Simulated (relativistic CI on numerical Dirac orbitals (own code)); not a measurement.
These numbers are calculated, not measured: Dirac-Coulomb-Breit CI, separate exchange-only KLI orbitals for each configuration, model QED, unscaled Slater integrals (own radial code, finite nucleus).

The strongest absorption lines from the ground level of an ion, among the configurations computed and to levels below about 16000 eV (vacuum wavelength in Å, gf): 0.7995 (0.24), 1.0222 (0.22), 1.0226 (0.28), 1.0258 (0.13), 1.0369 (1.1), 1.0675 (0.4), 6.2765 (0.36), 6.2831 (0.2).

(1) Which ion is it?
A. Os71+
B. Yb65+
C. Os69+
D. Pb77+

Results:

(1) A. Os71+ has 5 electrons and the ground level 2s2 2p 2P°_1/2; the strongest line goes to 2s2 3d 2D_3/2. The pattern of lines fixes the number of electrons, and along that sequence the line energies rise steadily with the charge (about as its square where n changes within one kind of shell, about linearly where n is kept but much faster in heavy ions where fine structure, which grows about as Z⁴, sets the gap, and irregularly where shells cross), which fixes Z. Configurations outside the model, such as inner-shell arrays, can give stronger lines. At this charge energies of transitions that change n are usually good to better than 1 %, and those within a shell (Δn = 0) to a few per cent.

LS names give the leading component of a level, which can be under half, so a name can repeat, a term be missing and a line seem to break the LS rules.
